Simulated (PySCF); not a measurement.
## MF₄ across group 8

Level: PBE0, basis family def2-SVP, scalar-relativistic core potentials from Rb on and no relativity for lighter atoms.

Each entry is the lowest minimum that a search over a few typed start shapes (and spin states, where more than one is plausible) found, or that minimum re-optimised at the stated level; isomers with ligand–ligand bonds, or fragments after loss of a ligand pair, can lie lower. Open shells are unrestricted; no spin–orbit coupling; PySCF with density fitting.

| molecule | 2S+1 | point group | mean bond to the central atom (Å) | distinct angles (°) | highest ω (cm⁻¹) |
| --- | --- | --- | --- | --- | --- |
| FeF₄ | 5 | D2d | 1.704 | 97/138 | 780 |
| RuF₄ | 5 | D2d | 1.837 | 91/168 | 730 |
| OsF₄ | 5 | D4h | 1.864 | 90/180 | 721 |

The bond lengthens at every step; the largest change, 0.133 Å, falls between FeF₄ and RuF₄ among the members listed.

The 4d and 5d members differ by only 0.027 Å, the mark of the lanthanide contraction and relativistic shrinkage of 6s.

The shape changes along the series: D2d for FeF₄ and RuF₄; D4h for OsF₄.

Spin–orbit coupling can matter for OsF₄.

Left out of the table are members whose search was unfinished or whose lowest solution was spin-contaminated, unstable, very soft or bonded differently.

Open d and f shells are single-determinant solutions and may miss the true ground state.
